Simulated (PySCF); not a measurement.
Species: cyclo-(SiH2)5.
Bonds: Si1–Si4, Si1–Si13, Si4–Si7, Si7–Si10, Si10–Si13. Hydrogens: H2, H3 on Si1; H5, H6 on Si4; H8, H9 on Si7; H11, H12 on Si10; H14, H15 on Si13.

Computed, not measured: PBE0-D3(BJ)/def2-SVP geometry optimisation, gas phase (PySCF).

Question: List the bond lengths, angles and torsions at this level.

Answer: 
```json
{"bond": "Si1–H2 and 9 like bonds", "length (bohr)": "2.829"}
{"bond": "Si1–Si4 and 4 like bonds", "length (bohr)": "4.465"}
```

Bonds in one row agree within 0.02 bohr and their mean is given. A selection of angles:
```json
{"angle": "H2–Si1–H3", "degrees": "108.3"}
{"angle": "H2–Si1–Si4", "degrees": "110.1"}
{"angle": "Si4–Si1–Si13", "degrees": "108.0"}
```

Dihedral angles: Si13–Si1–Si4–Si7 1° (synperiplanar); Si4–Si1–Si13–Si10 0° (synperiplanar); Si1–Si4–Si7–Si10 -1° (synperiplanar); Si4–Si7–Si10–Si13 1° (synperiplanar); Si7–Si10–Si13–Si1 -1° (synperiplanar).

The 5 heavy atoms lie in one plane (0.009 Å rms). Si1 (silicon bonded to 2 Si and 2 H) is tetrahedral (angles from 108.0° to 110.2°). All 5 Si–Si bonds measure 2.362 to 2.364 Å.

Not checked by PBE0-D3(BJ)/def2-SVP frequencies. The numbers are those of one conformer.

The run took 1.8 min on an Intel Xeon at 2.50 GHz with one thread (shared host), and the process peaked at 0.55 GiB of memory. That covers the optimisation of the geometry.
